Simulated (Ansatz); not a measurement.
Molecular dynamics of ClH3OZn

The input (input.yaml):

```yaml
crystal:
  periodic: [false, false, false]
  atoms:
    - { symbol: Zn, position_ang: [-0.143072, 0.086957, 0.12806] }
    - { symbol: Cl, position_ang: [1.500245, -0.921955, -1.34611] }
    - { symbol: O, position_ang: [-1.566461, -0.765752, 0.705574] }
    - { symbol: H, position_ang: [1.405778, 0.500273, -0.709456] }
    - { symbol: H, position_ang: [0.92778, 1.318791, -0.068315] }
    - { symbol: H, position_ang: [-2.124272, -0.218314, 1.290346] }
basis:
  gaussian: { orbitals: def2-mTZVP }
hamiltonian:
  xc: lda
md:
  timestep: 0.5
  n_steps: 200
  ensemble: nve
  temperature: 300.0
  initial_velocities: maxwell_boltzmann
  seed: 8183
```

Run as:

```bash
$ ansatz run input.yaml --threads 2 --pin off --max-ram 3072MiB --backend cpu --events-out ev --progress --plain --runs-dir out
```

It starts at the highest image of a converged band, a first-order saddle point between two minima.

Output, in part (one step line in 4, the closing report, with atoms numbered from 0):

```
md step     0: t =     0.00 fs  T =   300.0 K  F+E_penalty+E_count = -62904.72403356 eV  E_kin = 0.155112 eV  conserved = -62904.56892156 eV  (28 SCF iters)
md step     4: t =     2.00 fs  T =   283.7 K  F+E_penalty+E_count = -62904.71559842 eV  E_kin = 0.146703 eV  conserved = -62904.56889553 eV  (29 SCF iters)
md step     8: t =     4.00 fs  T =   248.6 K  F+E_penalty+E_count = -62904.69737660 eV  E_kin = 0.128518 eV  conserved = -62904.56885904 eV  (29 SCF iters)
md step    12: t =     6.00 fs  T =   211.6 K  F+E_penalty+E_count = -62904.67826415 eV  E_kin = 0.109423 eV  conserved = -62904.56884108 eV  (29 SCF iters)
md step    16: t =     8.00 fs  T =   181.4 K  F+E_penalty+E_count = -62904.66262508 eV  E_kin = 0.093784 eV  conserved = -62904.56884060 eV  (29 SCF iters)
md step    20: t =    10.00 fs  T =   157.9 K  F+E_penalty+E_count = -62904.65046688 eV  E_kin = 0.081616 eV  conserved = -62904.56885045 eV  (29 SCF iters)
md step    24: t =    12.00 fs  T =   139.7 K  F+E_penalty+E_count = -62904.64105670 eV  E_kin = 0.072234 eV  conserved = -62904.56882301 eV  (29 SCF iters)
md step    28: t =    14.00 fs  T =   137.8 K  F+E_penalty+E_count = -62904.64003868 eV  E_kin = 0.071226 eV  conserved = -62904.56881293 eV  (28 SCF iters)
md step    32: t =    16.00 fs  T =   157.0 K  F+E_penalty+E_count = -62904.65002157 eV  E_kin = 0.081201 eV  conserved = -62904.56882059 eV  (28 SCF iters)
md step    36: t =    18.00 fs  T =   190.9 K  F+E_penalty+E_count = -62904.66759540 eV  E_kin = 0.098717 eV  conserved = -62904.56887840 eV  (29 SCF iters)
md step    40: t =    20.00 fs  T =   215.9 K  F+E_penalty+E_count = -62904.68052840 eV  E_kin = 0.111624 eV  conserved = -62904.56890441 eV  (29 SCF iters)
md step    44: t =    22.00 fs  T =   219.9 K  F+E_penalty+E_count = -62904.68258146 eV  E_kin = 0.113677 eV  conserved = -62904.56890458 eV  (29 SCF iters)
md step    48: t =    24.00 fs  T =   206.7 K  F+E_penalty+E_count = -62904.67572400 eV  E_kin = 0.106862 eV  conserved = -62904.56886158 eV  (30 SCF iters)
md step    52: t =    26.00 fs  T =   197.8 K  F+E_penalty+E_count = -62904.67108113 eV  E_kin = 0.102251 eV  conserved = -62904.56883057 eV  (29 SCF iters)
md step    56: t =    28.00 fs  T =   204.6 K  F+E_penalty+E_count = -62904.67467169 eV  E_kin = 0.105774 eV  conserved = -62904.56889738 eV  (30 SCF iters)
md step    60: t =    30.00 fs  T =   201.3 K  F+E_penalty+E_count = -62904.67302443 eV  E_kin = 0.104104 eV  conserved = -62904.56892015 eV  (30 SCF iters)
md step    64: t =    32.00 fs  T =   179.8 K  F+E_penalty+E_count = -62904.66182223 eV  E_kin = 0.092989 eV  conserved = -62904.56883336 eV  (30 SCF iters)
md step    68: t =    34.00 fs  T =   176.3 K  F+E_penalty+E_count = -62904.65992055 eV  E_kin = 0.091141 eV  conserved = -62904.56877950 eV  (30 SCF iters)
md step    72: t =    36.00 fs  T =   210.3 K  F+E_penalty+E_count = -62904.67759992 eV  E_kin = 0.108712 eV  conserved = -62904.56888809 eV  (29 SCF iters)
md step    76: t =    38.00 fs  T =   239.1 K  F+E_penalty+E_count = -62904.69258906 eV  E_kin = 0.123641 eV  conserved = -62904.56894819 eV  (29 SCF iters)
md step    80: t =    40.00 fs  T =   243.3 K  F+E_penalty+E_count = -62904.69462172 eV  E_kin = 0.125811 eV  conserved = -62904.56881073 eV  (28 SCF iters)
md step    84: t =    42.00 fs  T =   277.3 K  F+E_penalty+E_count = -62904.71216477 eV  E_kin = 0.143364 eV  conserved = -62904.56880078 eV  (29 SCF iters)
md step    88: t =    44.00 fs  T =   342.9 K  F+E_penalty+E_count = -62904.74625602 eV  E_kin = 0.177283 eV  conserved = -62904.56897294 eV  (29 SCF iters)
md step    92: t =    46.00 fs  T =   375.7 K  F+E_penalty+E_count = -62904.76317244 eV  E_kin = 0.194255 eV  conserved = -62904.56891793 eV  (30 SCF iters)
md step    96: t =    48.00 fs  T =   392.0 K  F+E_penalty+E_count = -62904.77152776 eV  E_kin = 0.202694 eV  conserved = -62904.56883342 eV  (29 SCF iters)
md step   100: t =    50.00 fs  T =   422.5 K  F+E_penalty+E_count = -62904.78737561 eV  E_kin = 0.218428 eV  conserved = -62904.56894803 eV  (28 SCF iters)
md step   104: t =    52.00 fs  T =   427.5 K  F+E_penalty+E_count = -62904.78996036 eV  E_kin = 0.221022 eV  conserved = -62904.56893851 eV  (30 SCF iters)
md step   108: t =    54.00 fs  T =   415.1 K  F+E_penalty+E_count = -62904.78344640 eV  E_kin = 0.214622 eV  conserved = -62904.56882451 eV  (29 SCF iters)
md step   112: t =    56.00 fs  T =   420.2 K  F+E_penalty+E_count = -62904.78626685 eV  E_kin = 0.217282 eV  conserved = -62904.56898512 eV  (29 SCF iters)
md step   116: t =    58.00 fs  T =   393.5 K  F+E_penalty+E_count = -62904.77235166 eV  E_kin = 0.203460 eV  conserved = -62904.56889211 eV  (29 SCF iters)
md step   120: t =    60.00 fs  T =   368.9 K  F+E_penalty+E_count = -62904.75947705 eV  E_kin = 0.190739 eV  conserved = -62904.56873823 eV  (28 SCF iters)
md step   124: t =    62.00 fs  T =   404.0 K  F+E_penalty+E_count = -62904.77778979 eV  E_kin = 0.208880 eV  conserved = -62904.56890969 eV  (27 SCF iters)
md step   128: t =    64.00 fs  T =   433.7 K  F+E_penalty+E_count = -62904.79324127 eV  E_kin = 0.224246 eV  conserved = -62904.56899553 eV  (28 SCF iters)
md step   132: t =    66.00 fs  T =   431.9 K  F+E_penalty+E_count = -62904.79205727 eV  E_kin = 0.223290 eV  conserved = -62904.56876702 eV  (28 SCF iters)
md step   136: t =    68.00 fs  T =   471.5 K  F+E_penalty+E_count = -62904.81272701 eV  E_kin = 0.243791 eV  conserved = -62904.56893650 eV  (29 SCF iters)
md step   140: t =    70.00 fs  T =   501.9 K  F+E_penalty+E_count = -62904.82844472 eV  E_kin = 0.259489 eV  conserved = -62904.56895523 eV  (28 SCF iters)
md step   144: t =    72.00 fs  T =   508.2 K  F+E_penalty+E_count = -62904.83159380 eV  E_kin = 0.262746 eV  conserved = -62904.56884792 eV  (29 SCF iters)
md step   148: t =    74.00 fs  T =   528.0 K  F+E_penalty+E_count = -62904.84191556 eV  E_kin = 0.272971 eV  conserved = -62904.56894429 eV  (28 SCF iters)
md step   152: t =    76.00 fs  T =   524.9 K  F+E_penalty+E_count = -62904.84037648 eV  E_kin = 0.271398 eV  conserved = -62904.56897848 eV  (28 SCF iters)
md step   156: t =    78.00 fs  T =   496.8 K  F+E_penalty+E_count = -62904.82562083 eV  E_kin = 0.256872 eV  conserved = -62904.56874874 eV  (28 SCF iters)
md step   160: t =    80.00 fs  T =   515.3 K  F+E_penalty+E_count = -62904.83541723 eV  E_kin = 0.266443 eV  conserved = -62904.56897378 eV  (27 SCF iters)
md step   164: t =    82.00 fs  T =   508.2 K  F+E_penalty+E_count = -62904.83174237 eV  E_kin = 0.262766 eV  conserved = -62904.56897601 eV  (28 SCF iters)
md step   168: t =    84.00 fs  T =   470.2 K  F+E_penalty+E_count = -62904.81187274 eV  E_kin = 0.243109 eV  conserved = -62904.56876366 eV  (29 SCF iters)
md step   172: t =    86.00 fs  T =   479.5 K  F+E_penalty+E_count = -62904.81680634 eV  E_kin = 0.247925 eV  conserved = -62904.56888146 eV  (28 SCF iters)
md step   176: t =    88.00 fs  T =   493.9 K  F+E_penalty+E_count = -62904.82436959 eV  E_kin = 0.255382 eV  conserved = -62904.56898766 eV  (28 SCF iters)
md step   180: t =    90.00 fs  T =   479.2 K  F+E_penalty+E_count = -62904.81654378 eV  E_kin = 0.247747 eV  conserved = -62904.56879708 eV  (28 SCF iters)
md step   184: t =    92.00 fs  T =   492.9 K  F+E_penalty+E_count = -62904.82379140 eV  E_kin = 0.254843 eV  conserved = -62904.56894865 eV  (28 SCF iters)
md step   188: t =    94.00 fs  T =   491.5 K  F+E_penalty+E_count = -62904.82302003 eV  E_kin = 0.254099 eV  conserved = -62904.56892069 eV  (28 SCF iters)
md step   192: t =    96.00 fs  T =   481.6 K  F+E_penalty+E_count = -62904.81778646 eV  E_kin = 0.249002 eV  conserved = -62904.56878446 eV  (28 SCF iters)
md step   196: t =    98.00 fs  T =   508.0 K  F+E_penalty+E_count = -62904.83164888 eV  E_kin = 0.262666 eV  conserved = -62904.56898247 eV  (28 SCF iters)
md step   200: t =   100.00 fs  T =   498.5 K  F+E_penalty+E_count = -62904.82675134 eV  E_kin = 0.257747 eV  conserved = -62904.56900401 eV  (27 SCF iters)
Total energy: -62904.82678933 eV, -2311.7097460848 hartree
Atom 0 at    -0.289432     0.311250     0.319082 Å, force     0.149877    -0.286496     0.214891 eV/Å
Atom 1 at     1.689634    -1.189184    -1.569056 Å, force    -0.278030    -0.236344     0.214332 eV/Å
Atom 2 at    -1.406532    -1.030243     0.493593 Å, force    -0.302269     0.011183    -0.068242 eV/Å
Atom 3 at     2.054482    -0.002578    -1.942643 Å, force     0.146985     0.336570    -0.094648 eV/Å
Atom 4 at     0.729311     1.403356     0.434132 Å, force     0.151775     0.279846    -0.193866 eV/Å
Atom 5 at    -2.280414    -0.751786     0.836426 Å, force     0.131662    -0.104759    -0.072468 eV/Å
Dipole moment:     0.079220     0.492035    -0.152735 e Å
```

All steps were run. The conserved energy stayed within 0.031 meV per atom of its start (net change -0.014 meV per atom), so the integration is sound. The system heated up, since it started high on the potential surface and ran downhill. A run of 0.1 ps of so small a system gives no equilibrium averages. The orbitals stay closed-shell, which can raise the energy where a bond breaks towards radicals; this wasn't checked here.

The step under study would form Zn1–H5, Cl2–H4 and break Zn1–Cl2, H4–H5. These pairs go: Zn1–H5 1.64 → 1.50 Å, Cl2–H4 1.56 → 1.30 Å, Zn1–Cl2 2.43 → 3.12 Å, H4–H5 1.14 → 3.06 Å. In the last frame they stand as after the step (other bonds may differ from the relaxed reactants and products). Also parted: Zn1–H4 1.81 → 3.27 Å. It ends as ClH + H2OZn. Pairs count as bonded within 1.25 times the sum of covalent radii (0.12 Å more for H–H).

Last frame:

```xyz
6
Properties=species:S:1:pos:R:3
Zn -0.289 0.311 0.319
Cl 1.690 -1.189 -1.569
O -1.407 -1.030 0.494
H 2.054 -0.003 -1.943
H 0.729 1.403 0.434
H -2.280 -0.752 0.836
```

Time of the run: 2.6 min on 2 threads of Arm Neoverse V1, on a shared host, peak memory 0.15 GiB.
